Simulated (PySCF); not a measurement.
Precursor series Ta Cl-F. Isolated molecules, 0 K electronic values unless said otherwise.

The HOMO–LUMO gap from two functionals at the same geometries (PBE-D3(BJ)/def2-SVP), both in PySCF: PBE-D3(BJ)/def2-TZVP and TPSSh-D3(BJ)/def2-TZVP. 

```json
[
 {"species": "1 of 5 Cl replaced by F ([Ta(Cl)4(F)])", "PBE-D3(BJ)/def2-TZVP (eV)": "3.82"},
 {"species": "3 of 5 Cl replaced by F ([Ta(Cl)2(F)3])", "PBE-D3(BJ)/def2-TZVP (eV)": "4.83"},
 {"species": "4 of 5 Cl replaced by F", "PBE-D3(BJ)/def2-TZVP (eV)": "5.95"},
 {"species": "5 of 5 Cl replaced by F", "PBE-D3(BJ)/def2-TZVP (eV)": "6.63"}
]
```

### Question
What does TPSSh-D3(BJ)/def2-TZVP give for each?

### Answer

- 1 of 5 Cl replaced by F ([Ta(Cl)4(F)]): 4.77
- 3 of 5 Cl replaced by F ([Ta(Cl)2(F)3]): 5.88
- 4 of 5 Cl replaced by F: 7.04
- 5 of 5 Cl replaced by F: 7.94
Over these rows, drawn at random from the members with no instability flagged (it was tested for open shells, ions and some series alone), PBE minus TPSSh-D3(BJ): mean -1.10 eV, from -1.31 eV to -0.95 eV.
